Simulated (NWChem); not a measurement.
Program: NWChem. System: Sn, charge 0, spin multiplicity 3. Its SCF solution wasn't tested for a lower state. Level: UMP2/def2-TZVP with def2 effective core potentials on Sn, 4 core orbitals frozen.

Input file:

```
start mol
memory heap 200 mb stack 900 mb global 1100 mb
geometry units angstroms nocenter noautoz
  Sn     0.000000     0.000000     0.000000
  symmetry group D2h
end
basis spherical
  * library def2-tzvp
end
ecp
  Sn library def2-ecp
end
scf
  uhf
  nopen 2
  maxiter 100
  thresh 1e-7
  semidirect memsize 60000000 filesize 0
  # guess.movecs holds the orbitals of an unrestricted PBE0 run
  vectors input guess.movecs output mol.movecs
end
mp2
  freeze core 4
end
task mp2 energy
```

Output (cleaned and shortened):

```
             Northwest Computational Chemistry Package (NWChem) 7.3.0
             --------------------------------------------------------

                                NWChem Input Module
                                -------------------

 Scaling coordinates for geometry "geometry" by  1.889725989
 (inverse scale =  0.529177249)

                             Geometry "geometry" -> ""
                             -------------------------

 Output coordinates in angstroms (scale by  1.889725989 to convert to a.u.)

  No.       Tag          Charge          X              Y              Z
 ---- ---------------- ---------- -------------- -------------- --------------
    1 Sn                  50.0000     0.00000000     0.00000000     0.00000000

 Effective nuclear repulsion energy (a.u.)       0.0000000000

            Nuclear Dipole moment (a.u.)
            ----------------------------
        X                 Y               Z
 ---------------- ---------------- ----------------
     0.0000000000     0.0000000000     0.0000000000

      Symmetry information
      --------------------

 Group name             D2h
 Group number             26
 Group order               8
 No. of unique centers     1

      Symmetry unique atoms

     1


 Summary of "ao basis" -> "" (spherical)
 ------------------------------------------------------------------------------
       Tag                 Description            Shells   Functions and Types
 ---------------- ------------------------------  ------  ---------------------
 *                         def2-tzvp                  on all atoms

 Summary of "ao basis" -> "ao basis" (spherical)
 ------------------------------------------------------------------------------
       Tag                 Description            Shells   Functions and Types
 ---------------- ------------------------------  ------  ---------------------
 Sn                        def2-tzvp                16       50   6s5p3d2f

                                 NWChem SCF Module
                                 -----------------

  ao basis        = "ao basis"
  functions       =    50
  atoms           =     1
  alpha electrons =    12
  beta  electrons =    10
  charge          =   0.00
  wavefunction    = UHF
  use symmetry    = T
  symmetry adapt  = T

 Summary of "ao basis" -> "ao basis" (spherical)
 ------------------------------------------------------------------------------
       Tag                 Description            Shells   Functions and Types
 ---------------- ------------------------------  ------  ---------------------
 Sn                        def2-tzvp                16       50   6s5p3d2f

      Symmetry analysis of basis
      --------------------------

        ag         12
        au          2
        b1g         3
        b1u         9
        b2g         3
        b2u         9
        b3g         3
        b3u         9

 Forming initial guess at       0.1s

   Symmetry analysis of molecular orbitals - initial alpha
   -------------------------------------------------------

  Numbering of irreducible representations:

     1 ag          2 au          3 b1g         4 b1u         5 b2g
     6 b2u         7 b3g         8 b3u

  Orbital symmetries:

     1 ag          2 b1u         3 b2u         4 b3u         5 ag
     6 b2g         7 b3g         8 b1g         9 ag         10 ag
    11 b3u        12 b2u        13 b1u        14 b3u        15 b2u
    16 b1u        17 b1g        18 ag         19 ag         20 b2g
    21 b3g        22 ag

   Symmetry analysis of molecular orbitals - initial beta
   ------------------------------------------------------

  Numbering of irreducible representations:

     1 ag          2 au          3 b1g         4 b1u         5 b2g
     6 b2u         7 b3g         8 b3u

  Orbital symmetries:

     1 ag          2 b1u         3 b3u         4 b2u         5 ag
     6 b3g         7 b2g         8 ag          9 b1g        10 ag
    11 b1u        12 b3u        13 b2u        14 b1u        15 b2u
    16 b3u        17 ag         18 b2g        19 b3g        20 ag
    21 ag         22 b1g

 Starting SCF solution at       0.1s

 ----------------------------------------------
         Quadratically convergent UHF

 Convergence threshold     :          1.000E-07
 Maximum no. of iterations :          100
 Integral*density screening:          1.000E-09
 ----------------------------------------------

              iter       energy          gnorm     gmax       time
             ----- ------------------- --------- --------- --------
                 1     -213.3335681386  2.29D-01  7.19D-02      0.6
                 2     -213.3398937161  1.12D-02  3.87D-03      0.6
                 3     -213.3399166345  2.71D-05  1.11D-05      0.6
                 4     -213.3399166348  8.02D-09  3.76D-09      0.7

       Final UHF  results
       ------------------

         Total SCF energy =   -213.339916634760
      One electron energy =   -376.094071834829
      Two electron energy =    162.754155200069
 Nuclear repulsion energy =      0.000000000000

                       Sz =      1.0000
                 Sz(Sz+1) =      2.0000
                      S^2 =      2.0118

        Time for solution =      0.6s

       Symmetry analysis of molecular orbitals - alpha
       -----------------------------------------------

  Numbering of irreducible representations:

     1 ag          2 au          3 b1g         4 b1u         5 b2g
     6 b2u         7 b3g         8 b3u

  Orbital symmetries:

     1 ag          2 b1u         3 b2u         4 b3u         5 ag
[...]
    21      0.601666  1 Sn pz                18      0.334921  1 Sn pz
    12     -0.279729  1 Sn pz                15      0.229352  1 Sn pz

 Vector   14  Occ=0.000000D+00  E= 1.712528D-01  Symmetry=b3u
              MO Center=  6.6D-19, -1.5D-26, -5.6D-26, r^2= 1.0D+01
   Bfn.  Coefficient  Atom+Function         Bfn.  Coefficient  Atom+Function
  ----- ------------  ---------------      ----- ------------  ---------------
    19      1.578261  1 Sn px                16     -1.384687  1 Sn px
    10      0.187609  1 Sn px

 Vector   15  Occ=0.000000D+00  E= 1.712528D-01  Symmetry=b2u
              MO Center=  6.6D-31,  2.3D-17, -5.9D-30, r^2= 1.0D+01
   Bfn.  Coefficient  Atom+Function         Bfn.  Coefficient  Atom+Function
  ----- ------------  ---------------      ----- ------------  ---------------
    20      1.578261  1 Sn py                17     -1.384687  1 Sn py
    11      0.187609  1 Sn py

                     UHF Final Beta Molecular Orbital Analysis
                     -----------------------------------------

 Vector    8  Occ=1.000000D+00  E=-1.294824D+00  Symmetry=b1g
              MO Center= -9.2D-31, -8.7D-31, -8.5D-21, r^2= 3.8D-01
   Bfn.  Coefficient  Atom+Function         Bfn.  Coefficient  Atom+Function
  ----- ------------  ---------------      ----- ------------  ---------------
    22      0.910019  1 Sn d -2              27      0.155907  1 Sn d -2

 Vector    9  Occ=1.000000D+00  E=-1.294824D+00  Symmetry=ag
              MO Center= -1.5D-31,  8.2D-31, -8.2D-21, r^2= 3.8D-01
   Bfn.  Coefficient  Atom+Function         Bfn.  Coefficient  Atom+Function
  ----- ------------  ---------------      ----- ------------  ---------------
    26      0.910019  1 Sn d  2              31      0.155907  1 Sn d  2

 Vector   10  Occ=1.000000D+00  E=-4.418003D-01  Symmetry=ag
              MO Center=  2.3D-18,  4.0D-18,  1.2D-18, r^2= 1.9D+00
   Bfn.  Coefficient  Atom+Function         Bfn.  Coefficient  Atom+Function
  ----- ------------  ---------------      ----- ------------  ---------------
     5      0.740804  1 Sn s                  2      0.581313  1 Sn s
     6      0.487956  1 Sn s                  3     -0.463548  1 Sn s
     1     -0.366934  1 Sn s                  4     -0.345941  1 Sn s

 Vector   11  Occ=0.000000D+00  E= 5.770386D-03  Symmetry=b1u
              MO Center=  2.1D-17, -1.8D-17,  1.2D-17, r^2= 5.2D+00
   Bfn.  Coefficient  Atom+Function         Bfn.  Coefficient  Atom+Function
  ----- ------------  ---------------      ----- ------------  ---------------
    21      0.671828  1 Sn pz                12     -0.269590  1 Sn pz
    18      0.257426  1 Sn pz                15      0.237193  1 Sn pz

 Vector   12  Occ=0.000000D+00  E= 4.117643D-02  Symmetry=b2u
              MO Center=  4.8D-32, -5.0D-19, -2.8D-31, r^2= 5.9D+00
   Bfn.  Coefficient  Atom+Function         Bfn.  Coefficient  Atom+Function
  ----- ------------  ---------------      ----- ------------  ---------------
    20      0.803201  1 Sn py                11     -0.246346  1 Sn py
    14      0.242507  1 Sn py

 Vector   13  Occ=0.000000D+00  E= 4.117643D-02  Symmetry=b3u
              MO Center= -3.3D-19,  4.8D-34, -3.5D-33, r^2= 5.9D+00
   Bfn.  Coefficient  Atom+Function         Bfn.  Coefficient  Atom+Function
  ----- ------------  ---------------      ----- ------------  ---------------
    19      0.803201  1 Sn px                10     -0.246346  1 Sn px
    13      0.242507  1 Sn px

 center of mass
 --------------
 x =   0.00000000 y =   0.00000000 z =   0.00000000

 moments of inertia (a.u.)
 ------------------
           0.000000000000           0.000000000000           0.000000000000
           0.000000000000           0.000000000000           0.000000000000
           0.000000000000           0.000000000000           0.000000000000

  Mulliken analysis of the total density
  --------------------------------------

    Atom       Charge   Shell Charges
 -----------   ------   -------------------------------------------------------
    1 Sn  22    22.00   0.29 -0.78  1.54  0.94  1.09  0.90 -0.40  6.36  0.45  1.12  0.48  8.94  1.03  0.03  0.00  0.00

  Mulliken analysis of the alpha density
  --------------------------------------

    Atom       Charge   Shell Charges
 -----------   ------   -------------------------------------------------------
    1 Sn  22    12.00   0.14 -0.39  0.77  0.47  0.53  0.47 -0.20  3.19  0.42  1.12  0.48  4.45  0.53  0.02  0.00  0.00

   Mulliken analysis of the beta density
   -------------------------------------

    Atom       Charge   Shell Charges
 -----------   ------   -------------------------------------------------------
    1 Sn  22    10.00   0.14 -0.39  0.77  0.47  0.56  0.43 -0.19  3.17  0.03 -0.00  0.00  4.49  0.50  0.01  0.00  0.00

   Mulliken analysis of the spin density
   -------------------------------------

    Atom       Charge   Shell Charges
 -----------   ------   -------------------------------------------------------
    1 Sn  22     2.00  -0.00  0.00 -0.00 -0.00 -0.04  0.04 -0.01  0.02  0.40  1.12  0.48 -0.05  0.04  0.01  0.00 -0.00

       Multipole analysis of the density wrt the origin
       ------------------------------------------------

     L   x y z        total         alpha         beta         nuclear
     -   - - -        -----         -----         ----         -------
     0   0 0 0     -0.000000    -12.000000    -10.000000     22.000000

     1   1 0 0      0.000000      0.000000      0.000000      0.000000
     1   0 1 0      0.000000      0.000000      0.000000      0.000000
     1   0 0 1      0.000000      0.000000      0.000000      0.000000

     2   2 0 0    -21.236381    -15.603994     -5.632387      0.000000
     2   1 1 0      0.000000      0.000000      0.000000      0.000000
     2   1 0 1     -0.000000     -0.000000      0.000000      0.000000
     2   0 2 0    -21.236381    -15.603994     -5.632387      0.000000
     2   0 1 1     -0.000000     -0.000000      0.000000      0.000000
     2   0 0 2    -16.384117    -10.388004     -5.996113      0.000000

                   NWChem MP2 Semi-direct Energy/Gradient Module
                   ---------------------------------------------

  Basis functions       =     50
  Molecular orbitals    =     50
  Frozen core           =      4
  Frozen virtuals       =      0
  Active alpha occupied =      8
  Active beta occupied  =      6
  Active alpha virtual  =     38
  Active beta virtual   =     40
  Use MO symmetry       = T
  Use skeleton AO sym   = T

  AO/Fock/Back tols     =   1.0D-09  1.0D-09  1.0D-09

 GA uses MA = F    GA memory limited = T

 Available:
  local mem=  1.26D+08
 global mem=  1.44D+08
 local disk=  0.00D+00
  mp2_memr nvloc                    38
  nvloc new                    38
   1 passes of   8:        3145728                      20293                   1322182.
   1 passes of   8: M    126143244           G      144174200           F     122997516.

 Semi-direct pass number   1 of   1  for UHF alpha       at        0.8s
  vrange nnbf                  1275
  mp2_eaftype                    10  avail_ma_in_mb                  1099
 EAF : mp2_eaftype filesize          10     661091.
  mp2_eaf for mointskh                     10
Node 0 wrote      3.1 Mb in      0.0 s     Agg I/O rate:   793.6 Mb/s
 Done moints_semi at        2.0s
  mp2_eaftype                    10  avail_ma_in_mb                  1089
 EAF : mp2_eaftype filesize          10     661091.
  mp2_eaf for kh                    10
 Done maket at        2.1s
 Done multipass loop at        2.1s

 GA uses MA = F    GA memory limited = T

 Available:
  local mem=  1.26D+08
 global mem=  1.44D+08
 local disk=  0.00D+00
  mp2_memr nvloc                    40
  nvloc new                    40
   1 passes of   6:        3145728                      17095                   1044742.
   1 passes of   6: M    126143244           G      144174200           F     122997516.

 Semi-direct pass number   1 of   1  for UHF beta        at        2.1s
  vrange nnbf                  1275
  mp2_eaftype                    10  avail_ma_in_mb                  1099
 EAF : mp2_eaftype filesize          10     522371.
  mp2_eaf for mointskh                     10
Node 0 wrote      2.4 Mb in      0.0 s     Agg I/O rate:  1572.5 Mb/s
 Done moints_semi at        3.3s
  mp2_eaftype                    10  avail_ma_in_mb                  1089
 EAF : mp2_eaftype filesize          10     522371.
  mp2_eaf for kh                    10
 Done maket at        3.3s
 Done multipass loop at        3.3s

          -------------------------------------------
          SCF energy                -213.339916634760
          Correlation energy          -0.264630648490
          Singlet pairs                0.000000000000
          Triplet pairs                0.000000000000
          Total MP2 energy          -213.604547283250
          -------------------------------------------

          ---------------------------------------------------
                    Spin Component Scaled (SCS) MP2
          Same spin pairs                     -0.095020826634
          Same spin scaling factor             0.333333333333
          Opposite spin pairs                 -0.169609821856
          Opposite spin scaling fact.          1.200000000000
          SCS-MP2 correlation energy          -0.235205395105
          Total SCS-MP2 energy              -213.575122029865
          ---------------------------------------------------

 -----------------------
 Performance information
 -----------------------

 Timer overhead =  2.63D-07 seconds/call

               Nr. of calls         CPU time (s)                 Wall time (s)                GFlops
             ---------------    -------------------     ------------------------------   -------------------
Name         Min   Avg   Max    Min     Avg     Max     Min     Avg     Max   Mx/calls   Min     Max     Sum
mp2: moin     2     2     2    2.4     2.4     2.4      2.4     2.4     2.4     1.2      0.0     0.0     0.0
mp2: make     2     2     2   5.84E-2 5.84E-2 5.84E-2  5.84E-2 5.84E-2 5.84E-2 2.92E-2   0.0     0.0     0.0
mp2: tota     1     1     1    2.6     2.6     2.6      2.6     2.6     2.6     2.6      0.0     0.0     0.0

 The average no. of pstat calls per process was 5.00D+00
 with a timing overhead of 1.31D-06s

 Task  times  cpu:        3.3s     wall:        3.3s

 Total times  cpu:        3.3s     wall:        3.3s
```
